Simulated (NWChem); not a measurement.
Species: BeN2H4; SMILES [NH2][Be][NH2]

```xyz
7

Be     0.0000     0.0000     0.0000
N      0.0000     0.0000     1.5013
H     -0.5835     0.5835     2.0907
H      0.5835    -0.5835     2.0907
N      0.0000     0.0000    -1.5013
H     -0.5835    -0.5835    -2.0907
H      0.5835     0.5835    -2.0907
```
Atoms are numbered in this order, from 1.

Results from NWChem. Pople sets run with spherical d functions. The highest occupied level is degenerate, so the cation is one component of its state. All runs use the structure optimised with PBE0/def2-SVP. Ions are spin-unrestricted doublets at the neutral geometry. Hybrids' shares of exact exchange are those that their runs print; pure functionals count as 0. The functionals differ in more than this share.

```
row                share of exact exchange  ΔSCF ionisation energy minus −ε(HOMO) (eV)
-----------------  -----------------------  ------------------------------------------
PBE/6-31+G*                           0.00                                        3.31
B3LYP/6-31+G*                         0.20                                        2.46
PBE0/6-31+G*                          0.25                                        2.23
BHandHLYP/6-31+G*                     0.50                                    withheld
```

Q: Fit a straight line of the last column on the one before it, predict the withheld value, and compare with the run.

A: 
1. Means of the 3 shown rows: x = 0.150, y = 2.667. Slope Σ(x − x̄)(y − ȳ)/Σ(x − x̄)² = -0.1505/0.03500 = -4.300; intercept 3.312.
2. The shown rows scatter about the line by 0.006 (root mean square); the largest residual is +0.01, at B3LYP/6-31+G*.
3. At x = 0.50 (BHandHLYP/6-31+G*; beyond the shown range) the line gives 1.16.
4. The run gives 1.08, -0.08 from the line. The line crosses zero at a share of 0.77, outside the shown range.
